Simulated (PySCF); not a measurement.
**Running PySCF for Te³⁺**

Input:

```python
from pyscf import gto, scf
from pyscf.prop.polarizability import uhf as pol

mol = gto.M(
    atom='Te 0 0 0',
    basis='cc-pvtz-dk',
    charge=3,
    spin=1,
    verbose=4,
)
mf = scf.UHF(mol)
mf = mf.sfx2c1e()
mf.kernel()
print('polarizability (a.u.)')
print(pol.Polarizability(mf).polarizability().round(4))
mf.dip_moment()
print('orbital energies (hartree):', [e[max(0, n-3):n+3].round(4) for e, n in zip(mf.mo_energy, mol.nelec)])
```

```bash
$ python input.py
```

Output (some set-up lines and the per-cycle HOMO/LUMO lines with their warnings removed):

```
PySCF version 2.14.0

[INPUT] Symbol           X                Y                Z      unit          X                Y                Z       unit  Magmom
[INPUT]  1 Te     0.000000000000   0.000000000000   0.000000000000 AA    0.000000000000   0.000000000000   0.000000000000 Bohr   0.0

nuclear repulsion = 0
number of shells = 4
number of NR pGTOs = 168
number of NR cGTOs = 52
basis = cc-pvtz-dk
ecp = {}

******** <class 'pyscf.x2c.sfx2c1e.sfX2C1eUHF'> ********
method = sfX2C1eUHF
initial guess = minao
damping factor = 0
level_shift factor = 0
DIIS = <class 'pyscf.scf.diis.CDIIS'>
SCF conv_tol = 1e-09
SCF max_cycles = 50
number electrons alpha = 25  beta = 24

******** <class 'pyscf.x2c.sfx2c1e.SpinFreeX2CHelper'> ********
approx = 1e
xuncontract = 1
init E= -6790.62420817328

cycle= 1 E= -6788.81082469626  delta_E= 1.81  |g|= 0.375  |ddm|= 1.36
cycle= 2 E= -6788.91497428839  delta_E= -0.104  |g|= 0.133  |ddm|= 1.07
cycle= 3 E= -6788.9209313654  delta_E= -0.00596  |g|= 0.0263  |ddm|= 0.385
cycle= 4 E= -6788.92164024325  delta_E= -0.000709  |g|= 0.00455  |ddm|= 0.121
cycle= 5 E= -6788.92165884456  delta_E= -1.86e-05  |g|= 0.00065  |ddm|= 0.0123
cycle= 6 E= -6788.92165922005  delta_E= -3.75e-07  |g|= 6.4e-05  |ddm|= 0.00276
cycle= 7 E= -6788.9216592237  delta_E= -3.65e-09  |g|= 6.84e-06  |ddm|= 0.00024
cycle= 8 E= -6788.92165922373  delta_E= -3.27e-11  |g|= 8e-07  |ddm|= 3.02e-05
Extra cycle  E= -6788.92165922374  delta_E= -1.09e-11  |g|= 2.53e-07  |ddm|= 2.69e-06
converged SCF energy = -6788.92165922374  <S^2> = 0.75740833  2S+1 = 2.0073947
polarizability (a.u.)
Isotropic polarizability 11.3338573039
Polarizability anisotropy 0.827869047736
[[10.782  -0.1606  0.1738]
 [-0.1606 11.6124  0.0324]
 [ 0.1738  0.0324 11.6072]]
Dipole moment(X, Y, Z, Debye): -0.00000,  0.00000,  0.00000
orbital energies (hartree): [array([-3.0737, -1.7579, -1.3394, -0.9777, -0.9777, -0.4978]), array([-3.0684, -3.0605, -1.6613, -0.9591, -0.9591, -0.8993])]
```

In short: E(SCF) = -6788.921659 Eh, 8 cycles, ⟨S²⟩ = 0.757, α(xx, yy, zz) = 10.8, 11.6, 11.6 bohr³.

Wall time 3.1 s on one thread of a shared host.

No search for the lowest solution was made.
